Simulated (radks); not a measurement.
Charge is removed step by step from the 3s down level of the phosphorus ion P+, starting from [Ne] 3s(up 1, down 1) 3p2. Method: scalar-relativistic Kohn-Sham, BLYP, spin-polarised, spherical densities, finite nucleus; open shells are filled with parallel spins first; Fermi nuclear charge, rms radius 3.1889 fm; computed with a radial shooting solver on a logarithmic mesh with Libxc functionals.

\begin{tabular}{lrr}
removed (e) & E - E(0) (eV) & eigenvalue (eV) \\ \hline
0 & 0.000 & -21.920 \\
0.25 & 5.788 & -24.400 \\
0.5 & 12.204 & -26.932 \\
0.75 & 19.256 & -29.482 \\
\end{tabular}

The mean slope of the eigenvalue, de/dn, is 10.1 eV per electron.
